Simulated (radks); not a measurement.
Values are calculated unless marked as measured or tabulated.
The bromine ion Br+ inside a hard spherical wall (all orbitals vanish at R), configuration held at [Ar] 3d10 4s2 4p4 and not refilled when levels cross. Level of theory: non-relativistic Kohn-Sham, r2SCAN, spin-polarised, spherical densities, point nucleus; open shells are filled with parallel spins first; meta-GGA in the generalised Kohn-Sham scheme (a radial shooting solver on a logarithmic mesh with Libxc functionals). Eigenvalues in eV for spin up, with the zero of energy where the potential of the charges vanishes at infinity; a dash marks a level that is unbound or too diffuse for the functional's potential to be trusted. A positive occupied level is held by the wall or, in an anion where self-interaction has pushed it up, behind a barrier. The pressure on the wall is -dE/dV.

\begin{tabular}{lrrrrrrrrr}
R (bohr) & E (hartree) & kinetic (hartree) & e(3p) & e(3d) & e(4s) & e(4p) & e(5s, empty) & e(4d, empty) & pressure (GPa) \\ \hline
free & -2573.69939 & 2572.227 & -187.02 & -80.914 & -31.417 & -18.740 & - & - & 0 \\
20 & -2573.69939 & 2572.227 & -187.02 & -80.914 & -31.417 & -18.740 & - & - & < 0.0001 \\
15 & -2573.69939 & 2572.227 & -187.02 & -80.914 & -31.417 & -18.740 & - & - & < 0.0001 \\
10 & -2573.69939 & 2572.227 & -187.02 & -80.914 & -31.417 & -18.740 & -4.430 & -3.119 & < 0.0001 \\
5 & -2573.68179 & 2572.384 & -186.42 & -80.324 & -30.995 & -18.272 & 1.932 & -0.871 & 3.31 \\
3.5 & -2573.35225 & 2574.286 & -181.49 & -75.459 & -27.378 & -13.831 & 25.299 & 7.776 & 133 \\
3 & -2572.75520 & 2576.980 & -176.26 & -70.314 & -22.807 & -8.141 & 49.171 & 16.789 & 499 \\
2 & -2565.79686 & 2600.863 & -148.56 & -42.951 & 16.566 & 37.929 & 205.49 & 76.738 & 10800 \\
\end{tabular}
